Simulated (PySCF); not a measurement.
An unknown is described by computed data only.

Elements present: C, Cl, H and Si. Monoisotopic mass: 109.9775 u.

| Quantity | Value |
| --- | --- |
| Triplet | lowest triplet excitation (Tamm–Dancoff): 5.72 eV [TDA wB97X-D/def2-SVPD] |
| Valence photoelectron | vertical ionisation energy: 10.28 eV [ΔSCF wB97X-D/def2-SVPD] |
| Polarisability | 81.9 au [wB97X-D/def2-SVPD] |
| NMR, other nuclei | isotropic shieldings of nuclei other than C and H, by class: 387 (2 Si), 841 (1 Cl) ppm [GIAO B3LYP/pcSseg-2] |
| UV, first state | lowest singlet excitation: 6.38 eV (194 nm, f = 0.009) [TDDFT wB97X-D/def2-SVPD] |
| XPS | Si2p3/2 107.1 (×2), Cl2p3/2 205.9, C1s 291.5, Si1s 1846.8 (×2), Cl1s 2828.5 eV [ΔSCF SCAN, pcX-2 on the ionised atom, pcseg-1 elsewhere, spin-free X2C, 2p3/2 from a spin–orbit splitting computed afterwards within the 2p shell] |
| Dipole | 1.54 D [wB97X-D/def2-SVPD] |
| 1H NMR | chemical shifts (computed TMS as zero) by class: 4.10 (6 H), 2.79 (1 H) ppm [GIAO B3LYP/pcSseg-2] |
| 13C NMR | chemical shifts (computed TMS as zero) by class: 27.0 (1 C) ppm [GIAO B3LYP/pcSseg-2] |
| Rotational structure | rotational constants A, B, C: 3.107, 2.772, 1.575 GHz [PBE0-D3(BJ)/def2-SVP] |

Gas-phase values; electronic properties from PySCF, density fitting. Levels stand in brackets. Geometry: PBE0-D3(BJ)/def2-SVP; no solvent, vibrations or thermal averaging. NMR values are class means; diastereotopic atoms form classes of their own.

**Question.** Which formula fits the mass and the elements?

**Answer.** CH7ClSi2 (calculated 109.9775). No other formula that holds each of these elements comes within 0.0003 u with a fitting electron parity and a possible valence count.

**Question.** Give a SMILES that accounts for the data.

**Answer.** Numbering: `[SiH3:1][CH:2]([SiH3:3])[Cl:4]`. Its formula, CH7ClSi2, gives 0 degrees of unsaturation, so no ring and no π bond. The one carbon: sp3 C–Cl carbon [C2] (27.0 ppm). Hydrogen classes from least to most shielded: 6 H on 2 SiH3 silicons, Si1/Si3 (4.10 ppm), 1 H on an sp3 C–Cl carbon, C2 (2.79 ppm). The other shieldings belong to: 387 ppm, SiH3 silicon [Si1/Si3]; 841 ppm, alkyl chlorine [Cl4]. The core levels belong to: Si2p3/2 107.1 eV, SiH3 silicon [Si1/Si3]; Cl2p3/2 205.9 eV, alkyl chlorine [Cl4]; C1s 291.5 eV, sp3 C–Cl carbon [C2]; Si1s 1846.8 eV, SiH3 silicon [Si1/Si3]; Cl1s 2828.5 eV, alkyl chlorine [Cl4]. The first electron is taken from the HOMO, whose largest Löwdin shares are 0.53 on the alkyl chlorine, 0.22 on the sp3 C–Cl carbon and 0.09 on each of 2 atoms of one kind (SiH3 silicon). The optimised geometry has point group Cs and is an asymmetric top. Structure: `[SiH3]C(Cl)[SiH3]`. Computed isomers that give other values at the same levels: `[SiH3][SiH2]CCl` (core binding energies: Si2p3/2 106.7, Si2p3/2 106.7, Cl2p3/2 205.9, C1s 291.9, Si1s 1846.4, Si1s 1846.4, Cl1s 2828.5 eV); `[SiH3]C[SiH2]Cl` (rotational constant A: 13.549 GHz; this holds for the one conformer computed); `C[SiH2][SiH2]Cl` (rotational constant A: 9.163 GHz; this holds for the one conformer computed). The assignments are read from this structure; whether some other isomer fits the data as well wasn't checked.
